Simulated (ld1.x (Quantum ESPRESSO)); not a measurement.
Logarithmic derivatives: Mn (Z = 25), ultrasoft

* Element: Mn (Z = 25)
* Generator: ld1.x (Quantum ESPRESSO) 7.5
* Type: ultrasoft
* Functional: PW91
* Relativity: scalar-relativistic
* Frozen core: [Ne]
* Valence charge: 15
* Reference configuration: 3s2 3p6 3d5 4s2 4p0
* Partial waves: 3s (bound): rcut 1.15, rcutus 1.30 bohr; 4s (bound): rcut 1.15, rcutus 1.30 bohr; 3p (bound): rcut 1.25, rcutus 1.45 bohr; 4p (bound, empty): rcut 1.25, rcutus 1.45 bohr; 3d (bound): rcut 1.55, rcutus 1.75 bohr; 3d channel at 3.75 Ry: rcut 1.55, rcutus 1.75 bohr
* Local potential: all-electron potential smoothed inside 1.50 bohr (lloc = -1)
* Core correction: none
* Augmentation charge: built from norm-conserving waves at rcut, not smoothed further

The phase is arctan(r·u′/u) with u = r·R(r), unwrapped; energies in Ry, scanned from -8 to 5 Ry. A pole is an energy at which the radial function vanishes at the test radius. The pseudo phase is shifted by a multiple of π to meet the all-electron one at the reference energy, and phase errors are pseudo minus all-electron; the curves can meet again beyond the range given. Levels narrower than the energy grid can be missing from the lists of poles.

```tsv
channel	radius (bohr)	reference energy (Ry)	poles, all-electron	poles, pseudo	unbroken range about the reference energy with phases within 0.05 rad	phase error 1 Ry above the reference energy (rad)
s	1.89	-0.38	-6.16	-6.91, -6.26	not even at the reference energy	+0.727
p	1.89	-0.10	-3.76	-3.88, -0.73	not even at the reference energy	+0.327
d	1.89	-0.50	0.10	0.20	not even at the reference energy	+0.067
```

A Bessel basis up to 400 Ry misses an occupied level by 2.87 Ry, so cutoffs and ghosts were not judged. The potential misses its own reference levels by up to 1.7 eV, so it is not fit for use.

Phases in the s channel:

```csv
E (Ry),all-electron,pseudo
-8.00,1.335,4.423
-7.52,1.310,4.305
-7.04,1.255,1.912
-6.56,0.853,0.462
-6.08,-1.623,-1.637
-5.60,-1.732,-1.706
-5.12,-1.772,-1.738
-4.64,-1.799,-1.762
-4.16,-1.823,-1.782
-3.68,-1.847,-1.802
-3.20,-1.874,-1.822
-2.72,-1.906,-1.844
-2.24,-1.946,-1.870
-1.76,-1.997,-1.900
-1.28,-2.066,-1.937
-0.80,-2.167,-1.983
-0.32,-2.322,-2.046
0.16,-2.580,-2.132
0.64,-3.001,-2.260
1.12,-3.526,-2.462
1.60,-3.941,-2.787
2.08,-4.195,-3.250
2.56,-4.348,-3.711
3.04,-4.448,-4.033
3.52,-4.517,-4.233
4.00,-4.568,-4.360
4.48,-4.608,-4.447
4.96,-4.640,-4.509
```
